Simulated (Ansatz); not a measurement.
`N[Si](N)(F)F` at its PBE0-D4/def2-TZVP geometry, where that method's forces vanish. Charge 0, multiplicity 1.

| atom | x (Å) | y (Å) | z (Å) |
| --- | --- | --- | --- |
| N1 | -1.139 | 0.514 | 0.740 |
| Si2 | 0.071 | -0.491 | 0.139 |
| N3 | 1.017 | 0.337 | -0.981 |
| F4 | 0.819 | -1.047 | 1.429 |
| F5 | -0.407 | -1.805 | -0.620 |
| H6 | -1.738 | 1.041 | 0.128 |
| H7 | -1.551 | 0.358 | 1.644 |
| H8 | 1.409 | 1.239 | -0.775 |
| H9 | 1.521 | -0.148 | -1.703 |

Q: For each bond, give half the difference of the two atoms' forces along it (eV/Å; positive pushes the atoms apart) under PBE-D4, r2SCAN-D4, B3LYP-D4, ωB97M-V in def2-TZVPP. (Estimate.)

A: Ansatz gave: 
```csv
bond,length (Å),PBE-D4,r2SCAN-D4,B3LYP-D4,ωB97M-V
N1–Si2,1.684,-0.05,-0.01,0.02,0.02
N1–H6,1.005,0.16,0.01,-0.03,-0.03
N1–H7,1.006,0.17,0.01,-0.02,-0.04
Si2–N3,1.684,-0.05,-0.01,0.02,0.02
Si2–F4,1.591,0.43,0.04,0.15,0.11
Si2–F5,1.591,0.43,0.04,0.15,0.11
N3–H8,1.005,0.16,0.01,-0.03,-0.03
N3–H9,1.006,0.17,0.01,-0.02,-0.04
```

B3LYP here is the variant with VWN-RPA as its local correlation; programs differ in this.
